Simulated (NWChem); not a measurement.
System: CBrClF$_{2}$; SMILES FC(F)(Cl)Br

NWChem input:

```
start job
memory heap 200 mb stack 900 mb global 1100 mb
geometry units angstroms noautosym nocenter noautoz
  F     -1.159892     0.749722    -1.082262
  C     -0.410259     0.546464     0.000000
  F     -1.159892     0.749722     1.082262
  Cl     0.949194     1.700723     0.000000
  Br     0.210008    -1.318180     0.000000
end
basis spherical
  * library def2-svp
end
dft
  xc m06-2x
  iterations 150
end
cosmo
  do_cosmo_smd true
  solvent octanol
end
task dft energy
```

Output (shortened):

```
             Northwest Computational Chemistry Package (NWChem) 7.3.0
             --------------------------------------------------------

                             Geometry "geometry" -> ""
                             -------------------------

 Output coordinates in angstroms (scale by  1.889725989 to convert to a.u.)

  No.       Tag          Charge          X              Y              Z
 ---- ---------------- ---------- -------------- -------------- --------------
    1 F                    9.0000    -1.15989200     0.74972200    -1.08226200
    2 C                    6.0000    -0.41025900     0.54646400     0.00000000
    3 F                    9.0000    -1.15989200     0.74972200     1.08226200
    4 Cl                  17.0000     0.94919400     1.70072300     0.00000000
    5 Br                  35.0000     0.21000800    -1.31818000     0.00000000

 Effective nuclear repulsion energy (a.u.)     437.4087944352

                                 NWChem DFT Module
                                 -----------------

 Summary of "ao basis" -> "ao basis" (spherical)
 ------------------------------------------------------------------------------
       Tag                 Description            Shells   Functions and Types
 ---------------- ------------------------------  ------  ---------------------
 F                          def2-svp                 6       14   3s2p1d
 C                          def2-svp                 6       14   3s2p1d
 Cl                         def2-svp                 8       18   4s3p1d
 Br                         def2-svp                12       32   5s4p3d

 in cosmo_initialize ...
 calling solv_data for solv:octanol

 solvent parameters
 solvname_short: octanol
 solvname_long:  1-octanol
 dielec:        9.8629
 dielecinf:     2.0435
 nonaqueous SMD model solvent descriptors
 dielec:        9.8629
 sola:          0.3700
 solb:          0.4800
 solc:          0.0000
 solg:         39.0100
 solh:          0.0000
 soln:          1.4295

          ---------------
          -cosmo- solvent
          ---------------
 Cosmo: York-Karplus, doi: 10.1021/jp992097l
 dielectric constant -eps-     =   9.86
 screen = (eps-1)/(eps    )    =   0.89861
 surface charge correction     = lagrangian

   van der Waals surface
 --------------------------

 ---------- ATOMIC COORDINATES (A.U.) ------------ VDWR(ANG.) --
     1   -2.19187806    1.41676915   -2.04517863     1.730
     2   -0.77527709    1.03266722    0.00000000     1.850
     3   -2.19187806    1.41676915    2.04517863     1.730
     4    1.79371657    3.21390045    0.00000000     2.380
     5    0.39685758   -2.49099900    0.00000000     3.060
 number of segments per atom =        128
 number of   points per atom =        128
 atom (   nspa,  nppa )
 ----------------------
    1 (     56,     0 )       0
    2 (      0,     0 )       0
    3 (     56,     0 )       0
    4 (     84,     0 )       0
    5 (    102,     0 )       0
 number of -cosmo- surface points =      298
 molecular surface =    163.447 angstrom**2
 molecular volume  =    174.159 angstrom**3
 -lineq- algorithm             =   0
 -bem- low  level              =   3
 -bem- from -octahedral-
 gaussian surface charge width =   4.50000
 degree of switching           =   1.00000
 switching function tolerance  =   0.00010
 atomic radii =
 --------------
    1  9.000  1.730
    2  6.000  1.850
    3  9.000  1.730
    4 17.000  2.380
    5 35.000  3.060
 ...... end of -cosmo- initialization ......

 nat:                     5
 ixmem:                  1509
 calling mnsol_interface()
 G(SMD-CDS) energy (kcal/mol)  =    -1.677
 SMD-CDS SASA (angstrom**2)    =   129.594

[...]

                                COSMO-SMD solvation results
                                ---------------------------

             internal energy in gas <Psi(g)|H|Psi(g)> =     -3271.438946235632
         internal energy in solvent <Psi(s)|H|Psi(s)> =     -3271.438936013861
                               delta internal energy  =         0.000010221771 (    0.01 kcal/mol)
   total free energy in solvent <Psi(s)|H+V/2|Psi(s)> =     -3271.439378723113
 polarization energy contribution <Psi(s)|V/2|Psi(s)> =        -0.000442709252 (   -0.28 kcal/mol)
    total free energy in solvent including G(SMD-CDS) =     -3271.442050691064
                       G(SMD-CDS) energy contribution =        -0.002671967951 (   -1.68 kcal/mol)
     1 M fixed-concentration free energy of solvation =        -0.003104455432 (   -1.95 kcal/mol)

                       DFT Final Molecular Orbital Analysis
                       ------------------------------------

 Vector   36  Occ=2.000000D+00  E=-4.192800D-01
              MO Center=  7.8D-01,  1.5D+00,  2.0D-08, r^2= 1.7D+00
   Bfn.  Coefficient  Atom+Function         Bfn.  Coefficient  Atom+Function
  ----- ------------  ---------------      ----- ------------  ---------------
    55      0.605805  4 Cl pz                52      0.467055  4 Cl pz
    49      0.265498  4 Cl pz                 4     -0.127606  1 F  px
    32      0.127606  3 F  px                77      0.104358  5 Br pz
    74      0.102459  5 Br pz                 7      0.098146  1 F  px
    35     -0.098146  3 F  px                23      0.085654  2 C  pz

 Vector   37  Occ=2.000000D+00  E=-3.784002D-01
              MO Center=  2.1D-01, -1.1D+00, -5.3D-09, r^2= 2.0D+00
   Bfn.  Coefficient  Atom+Function         Bfn.  Coefficient  Atom+Function
  ----- ------------  ---------------      ----- ------------  ---------------
    77      0.585774  5 Br pz                74      0.526696  5 Br pz
    71     -0.346337  5 Br pz                55     -0.156686  4 Cl pz
    68      0.112290  5 Br pz                52     -0.111445  4 Cl pz
     5      0.084817  1 F  py                33     -0.084817  3 F  py
    49     -0.063461  4 Cl pz                 8     -0.060381  1 F  py

 Vector   38  Occ=2.000000D+00  E=-3.710547D-01
              MO Center=  3.1D-01, -7.3D-01,  4.7D-09, r^2= 2.9D+00
   Bfn.  Coefficient  Atom+Function         Bfn.  Coefficient  Atom+Function
  ----- ------------  ---------------      ----- ------------  ---------------
    75      0.506980  5 Br px                72      0.454736  5 Br px
    69     -0.298781  5 Br px                54      0.290648  4 Cl py
    76      0.222079  5 Br py                51      0.208173  4 Cl py
    73      0.199371  5 Br py                70     -0.130679  5 Br py
    48      0.117852  4 Cl py                53     -0.114557  4 Cl px

 Vector   39  Occ=0.000000D+00  E=-1.387209D-02
              MO Center=  1.7D-01, -3.8D-01,  2.9D-09, r^2= 2.9D+00
   Bfn.  Coefficient  Atom+Function         Bfn.  Coefficient  Atom+Function
  ----- ------------  ---------------      ----- ------------  ---------------
    76     -0.847600  5 Br py                17      0.832802  2 C  s
    65     -0.528124  5 Br s                 16      0.446500  2 C  s
    21      0.398110  2 C  px                22     -0.390897  2 C  py
    54      0.370709  4 Cl py                19     -0.317553  2 C  py
    18      0.304821  2 C  px                73     -0.294540  5 Br py

 Vector   40  Occ=0.000000D+00  E= 6.864904D-02
              MO Center=  1.7D-01,  8.8D-01,  2.8D-09, r^2= 2.5D+00
   Bfn.  Coefficient  Atom+Function         Bfn.  Coefficient  Atom+Function
  ----- ------------  ---------------      ----- ------------  ---------------
    22      0.657281  2 C  py                53      0.644344  4 Cl px
    19      0.586289  2 C  py                46     -0.581733  4 Cl s
    54      0.479097  4 Cl py                21      0.446798  2 C  px
    18      0.349365  2 C  px                76      0.272524  5 Br py
    75     -0.255229  5 Br px                16      0.228410  2 C  s

 Vector   41  Occ=0.000000D+00  E= 1.473125D-01
              MO Center= -1.8D-01,  4.0D-01,  4.2D-09, r^2= 2.5D+00
   Bfn.  Coefficient  Atom+Function         Bfn.  Coefficient  Atom+Function
  ----- ------------  ---------------      ----- ------------  ---------------
    23      1.218609  2 C  pz                 3      0.618662  1 F  s
    31     -0.618662  3 F  s                 20      0.528215  2 C  pz
    55     -0.326422  4 Cl pz                77     -0.303871  5 Br pz
     7      0.299132  1 F  px                35     -0.299132  3 F  px
     4     -0.216194  1 F  px                32      0.216194  3 F  px

     Multipole analysis of the density
     ---------------------------------

     L   x y z        total         alpha         beta         nuclear
     -   - - -        -----         -----         ----         -------
     0   0 0 0     -0.000000    -38.000000    -38.000000     76.000000

     1   1 0 0      0.176413     -0.050658     -0.050658      0.277729
     1   0 1 0     -0.052276      0.399266      0.399266     -0.850809
     1   0 0 1      0.000000      0.000000      0.000000      0.000000

     2   2 0 0    -34.234478    -92.263609    -92.263609    150.292740
     2   1 1 0      0.211385     -1.245049     -1.245049      2.701483
     2   1 0 1      0.000000      0.000000      0.000000      0.000000
     2   0 2 0    -32.616924   -233.959438   -233.959438    435.301952
     2   0 1 1      0.000000      0.000000      0.000000      0.000000
     2   0 0 2    -34.988267    -55.138934    -55.138934     75.289601
```

Level: M06-2X/def2-SVP, SMD on the gas-phase geometry. Structure relaxed at the B3LYP/6-31G* (spherical d) level. Solvent: 1-octanol.
